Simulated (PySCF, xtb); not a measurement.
Si(H)2(SeH)2 (H4Se2Si), SMILES [SiH2]([SeH])[SeH].

GFN2-xTB run with xtb 6.7.1 at its own geometry gives an orbital gap of 3.95 eV and a dipole moment of 1.27 D.

The structure is a stationary point at PBE0-D3(BJ)/def2-SVP. The structure was generated by enumeration, and PubChem lists no compound with its InChIKey, so it may never have been made. One conformer was computed; it need not be the lowest.

Question: What does M06-2X/def2-TZVPD in PySCF give? (Estimate from the structure and the level; the computed values follow.)

Answer: gap 7.93 eV (levels -8.12 and -0.19 eV), dipole 0.11 D.
